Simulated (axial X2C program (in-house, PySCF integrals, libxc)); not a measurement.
Nuclear properties of CoC

Calculated with an in-house all-electron X2C program for linear molecules (integrals from PySCF): two-component X2C with atomic mean-field Coulomb and Gaunt terms, Gaussian nuclei, basis Co dyall-cv3z, C dyall-v3z with contracted cores.

R = 1.677 Å (near the PBE0 minimum at charge 0 of the determinant lowest at the starting distance; the state shown can have its own minimum elsewhere).

Determinant lowest in the PBE0 search, Ω = 5/2 (⟨Sz⟩ = 0.50, ⟨Lz⟩ = 2.00 at PBE0), spin on the atoms Co 1.20, C -0.70:

```json
{"level": "PBE0", "Eeff magnitude (GV/cm)": "0.603", "Ws magnitude Co (kHz)": "0.113", "A∥/gI Co (MHz)": "596", "qzz Co (a.u.)": "-0.34", "A∥/gI C (MHz)": "11.1", "qzz C (a.u.)": "-0.62", "μ (D)": "-2.40"}
{"level": "HF", "Eeff magnitude (GV/cm)": "2.02", "Ws magnitude Co (kHz)": "0.336", "A∥/gI Co (MHz)": "604", "qzz Co (a.u.)": "-2.08", "A∥/gI C (MHz)": "-13.8", "qzz C (a.u.)": "-0.07", "μ (D)": "-0.87"}
{"level": "B3LYP", "Eeff magnitude (GV/cm)": "0.236", "Ws magnitude Co (kHz)": "0.0528", "A∥/gI Co (MHz)": "545", "qzz Co (a.u.)": "-0.26", "A∥/gI C (MHz)": "5.54", "qzz C (a.u.)": "-0.75", "μ (D)": "-2.31"}
{"level": "PBE", "Eeff magnitude (GV/cm)": "0.0875", "Ws magnitude Co (kHz)": "0.0227", "A∥/gI Co (MHz)": "473", "qzz Co (a.u.)": "-0.29", "A∥/gI C (MHz)": "7.89", "qzz C (a.u.)": "-0.84", "μ (D)": "-1.89"}
{"level": "PBE50", "Eeff magnitude (GV/cm)": "1.54", "Ws magnitude Co (kHz)": "0.261", "A∥/gI Co (MHz)": "672", "qzz Co (a.u.)": "-0.83", "A∥/gI C (MHz)": "11.7", "qzz C (a.u.)": "-0.27", "μ (D)": "-1.95"}
```

Eeff is the effective electric field on the electron electric dipole moment in this Ω state and Ws the scalar–pseudoscalar constant of the nucleus named (defined with the proton number Z and per Ω); A∥ (defined per Ω) follows by multiplying with gI = μI/(I μN); qzz is the electric field gradient, eQq0 = 234.96 MHz × Q/barn × qzz; μ is positive if the C end (last atom) is positive. The operators were transformed with the bare-nucleus X2C matrices; with these basis sets, hyperfine constants and field gradients can be off by tens of per cent, and where levels differ in sign neither size nor sign is settled.

Question: With gI(59Co) = 1.3220 (g factors from the IAEA table of nuclear moments by Stone), turn the PBE0 values of the first state into constants in MHz.

Answer: A∥(59Co) = 596 × 1.3220 = 788 MHz.

Each state is one determinant with collinear spin. Unrestricted Hartree–Fock can overshoot spin polarisation at the nuclei. Where Eeff spreads by more than a factor of two the levels disagree and none is to be relied on. In the state Ω = 5/2 the atomic spins oppose each other (1.20, -0.70): a broken-symmetry determinant whose values are not spin-projected. The search compared states at one distance, so a state with another bond length can lie lower. Further determinants of the search, some of them spin-mixed, are not shown. Where a field gradient or hyperfine factor spreads by more than a factor of two over the levels, a constant derived from it is not to be relied on.
